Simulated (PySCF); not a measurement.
C4H4OSe, SMILES [SeH]c1ccoc1. Atoms are numbered in the order given.

```xyz
10

Se     1.5246     0.1079    -0.4259
C     -0.3066    -0.0005     0.1061
C     -1.2853     1.0554     0.1750
C     -2.4666     0.4472     0.5204
O     -2.2909    -0.9012     0.6564
C     -0.9795    -1.1655     0.4078
H      1.9869     0.7969     0.8108
H     -1.1170     2.1208    -0.0141
H     -3.4828     0.8148     0.6965
H     -0.6658    -2.2116     0.4791
```

Geometry optimised at PBE-D3(BJ)/def2-SVP. Other conformers were not sampled.

Two levels are set side by side: PBE/pcSseg-1 (PySCF) and B3LYP/pcSseg-1 (PySCF). GIAO shifts against H2O (¹⁷O), Me2Se (⁷⁷Se), TMS (¹H), TMS (¹³C) at the same level; non-relativistic, no solvent, atoms listed together averaged. Differences are taken from unrounded values.

```tsv
quantity	B3LYP	PBE	PBE minus B3LYP
δ(⁷⁷Se) of Se1 (ppm)	-115.2	-131.6	-16.4
δ(¹³C) of C2 (ppm)	121.7	118.2	-3.5
δ(¹³C) of C3 (ppm)	129.4	126.5	-2.9
δ(¹³C) of C4 (ppm)	154.1	150.0	-4.1
δ(¹⁷O) of O5 (ppm)	330.8	333.4	2.6
δ(¹³C) of C6 (ppm)	158.9	154.1	-4.9
δ(¹H) of H7 (ppm)	3.49	3.56	0.06
δ(¹H) of H8 (ppm)	7.06	7.00	-0.05
δ(¹H) of H9 (ppm)	7.91	7.88	-0.03
δ(¹H) of H10 (ppm)	7.97	7.89	-0.08
```

Rough cost on one machine, each run with all the roots and properties that it gave: B3LYP against PBE within a factor of 2.
